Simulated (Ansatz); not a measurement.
`BO[SiH2]SC` + `N=C(F)S` → `B/N=C(/F)S` + `CS[SiH2]O`  (ligand exchange at a B–O bond)

Program: Ansatz. Geometries: PBE0-D4/def2-TZVP. ΔE: electronic, gas phase. CCSD(T)/CBS adds triple-zeta CCSD(T) − MP2 to the extrapolated MP2 energy (def2 sets, frozen cores). DFT in def2-TZVPP. B3LYP here is the variant with VWN-RPA as its local correlation; programs differ in this. One conformer a species, not always the lowest.

```
             level  ΔE (eV)
          B3LYP-D4     0.14
           ωB97X-V     0.22
            B2PLYP     0.17
             B3LYP     0.12
    MP2/def2-TZVPP     0.21
SCS-MP2/def2-TZVPP     0.25
      HF/CBS(def2)     0.36
     MP2/CBS(def2)     0.20
```

(1) What does CCSD(T)/CBS give? (Best estimate.)

Largest T1 diagnostic among the species: 0.015.

Answers

(1) Ansatz gave: +0.24 eV. The listed levels differ from it by -0.10, -0.02, -0.07, -0.12, -0.03, 0.01, 0.12, -0.04 eV.

From PBE to PBE0 (25 % exact exchange), in def2-TZVPP and without D4, ΔE moves by +0.06 eV. In def2-TZVPP, CCSD(T) changes the Hartree–Fock value by −0.09 eV (the triples alone add −0.01 eV) and MP2 by −0.14 eV.
